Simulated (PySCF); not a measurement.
**Fractional electron number in Bi (bismuth, neutral)**

The 6p alpha orbital of [Xe] 4f14 5d10 6s2 6p3 is emptied in steps (occupation f), with all orbitals relaxed, ending at [Xe] 4f14 5d10 6s2 6p2. All numbers are calculated (PySCF 2.14, scalar relativity through the core potential, in def2-SVP with the def2 core potential (60 electrons)). The exact energy is a straight line in f; departures are measured from the line between the end points of the same method.

```tsv
f	UHF (eV)	LDA (eV)	PBE (eV)	PBE0 (eV)	r2SCAN (eV)	LC-wPBE (eV)	BHandHLYP (eV)	wB97X (eV)	CAM-B3LYP (eV)
1	0.000	0.000	0.000	0.000	0.000	0.000	0.000	0.000	0.000
0.75	0.079	-0.669	-0.649	-0.467	-0.605	-0.009	-0.303	-0.059	-0.259
0.5	0.103	-0.895	-0.867	-0.621	-0.797	-0.009	-0.404	-0.081	-0.345
0.25	0.076	-0.673	-0.651	-0.464	-0.592	-0.003	-0.303	-0.063	-0.259
0	0.000	0.000	0.000	0.000	0.000	0.000	0.000	0.000	0.000
```

```tsv
method	E(f=0) − E(f=1) (eV)	−ε at f=1 (eV)	−ε at f=0.5 (eV)
UHF	8.231	8.656	8.225
LDA	8.763	5.213	8.750
PBE	8.566	5.113	8.562
PBE0	8.647	6.155	8.654
r2SCAN	8.779	5.523	8.817
LC-wPBE	8.699	8.637	8.714
BHandHLYP	8.491	6.877	8.490
wB97X	8.306	7.997	8.295
CAM-B3LYP	8.582	7.203	8.581
```

Orbital energy along the path (eV):

```json
{"f": "1", "UHF": "-8.656", "LDA": "-5.213", "PBE": "-5.113", "PBE0": "-6.155", "r2SCAN": "-5.523", "LC-wPBE": "-8.637", "BHandHLYP": "-6.877", "wB97X": "-7.997", "CAM-B3LYP": "-7.203"}
{"f": "0.75", "UHF": "-8.436", "LDA": "-6.969", "PBE": "-6.830", "PBE0": "-7.406", "r2SCAN": "-7.191", "LC-wPBE": "-8.683", "BHandHLYP": "-7.683", "wB97X": "-8.141", "CAM-B3LYP": "-7.891"}
{"f": "0.5", "UHF": "-8.225", "LDA": "-8.750", "PBE": "-8.562", "PBE0": "-8.654", "r2SCAN": "-8.817", "LC-wPBE": "-8.714", "BHandHLYP": "-8.490", "wB97X": "-8.295", "CAM-B3LYP": "-8.581"}
{"f": "0.25", "UHF": "-8.022", "LDA": "-10.552", "PBE": "-10.300", "PBE0": "-9.891", "r2SCAN": "-10.378", "LC-wPBE": "-8.722", "BHandHLYP": "-9.298", "wB97X": "-8.467", "CAM-B3LYP": "-9.272"}
{"f": "0", "UHF": "-7.829", "LDA": "-12.356", "PBE": "-12.038", "PBE0": "-11.114", "r2SCAN": "-11.910", "LC-wPBE": "-8.695", "BHandHLYP": "-10.111", "wB97X": "-8.649", "CAM-B3LYP": "-9.967"}
```

Reference removal energy between the ground levels: 7.286 eV (measured; NIST Atomic Spectra Database, ionization energies). The calculation has no spin-orbit coupling. UHF lacks correlation.
